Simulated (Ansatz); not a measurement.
`C[N](C)[AlH][Cl]` + `[SH][GeH3]` → `C[S][GeH3]` + `C[NH][AlH][Cl]`  (substitution at a C–N bond)

Computed with Ansatz on PBE0-D4/def2-TZVP structures; ΔE is electronic, products minus reactants. CBS: MP2 limit from def2 TZ/QZ plus the TZ coupled-cluster correction, frozen cores. Functionals use def2-TZVPP. For Ge outer-core shells are correlated without core-valence functions, which leaves a few kJ/mol of doubt a bond. Scalar relativity is left out up to krypton. Each species was taken in one conformer, which may not be the lowest.

`C[N](C)[AlH][Cl]`:

```xyz
12

C     1.250    0.072    0.618
N    -0.035   -0.034   -0.030
C    -0.817    1.175    0.085
Al   -0.640   -1.453   -0.882
Cl    0.593   -3.151   -0.978
H     1.141    0.283    1.691
H     1.816   -0.855    0.513
H     1.850    0.885    0.185
H    -1.783    1.063   -0.415
H    -0.302    2.032   -0.371
H    -1.012    1.430    1.135
H    -2.062   -1.447   -1.550
```

`[SH][GeH3]`:

```xyz
6

S     0.260    1.605    0.567
Ge   -0.276   -0.364   -0.317
H     1.255    1.115    1.325
H    -0.705   -1.347    0.783
H     0.913   -0.943   -1.099
H    -1.447   -0.065   -1.260
```

`C[S][GeH3]`:

Z-matrix (Å, degrees):
```
C
S 1 1.813
H 1 1.090 2 106.7
H 1 1.090 2 111.3 3 118.5
H 1 1.090 2 111.3 3 -118.5
Ge 2 2.212 1 99.2 3 -180.0
H 6 1.533 2 106.6 1 179.9
H 6 1.540 2 109.9 1 59.8
H 6 1.540 2 109.9 1 -60.0
```

`C[NH][AlH][Cl]`:

Cartesian coordinates in Å:
```
C -0.252 -1.237 0.259
N 0.414 0.035 0.445
Al 0.214 1.543 -0.435
Cl -1.183 1.576 -2.003
H 0.452 -2.040 0.014
H -0.813 -1.543 1.150
H -0.964 -1.165 -0.565
H 1.083 0.008 1.201
H 1.048 2.823 -0.067
```

```tsv
species	CAM-B3LYP energy (Eh)
`C[N](C)[AlH][Cl]`	-837.92017
`[SH][GeH3]`	-2477.75400
`C[S][GeH3]`	-2517.05241
`C[NH][AlH][Cl]`	-798.62675
```

Problem. Work out ΔE.

Solution. ΔE = (-2517.05241) + (-798.62675) − (-837.92017) − (-2477.75400) = -0.00499 Eh = -0.14 eV. CCSD(T)/CBS gives -0.17 eV.

Largest T1 diagnostic among the species: 0.011.

Leaving LDA and LC-ωPBE aside and taking each functional with its dispersion term where it has one, the values, not all of them listed here, spread over 0.03 eV, from revPBE-D4 to CAM-B3LYP-D4. LDA lies +0.10 eV from PBE without D4. At CCSD(T), def2-SVP lies +0.20 eV from the extrapolated value and def2-TZVPP +0.05 eV.
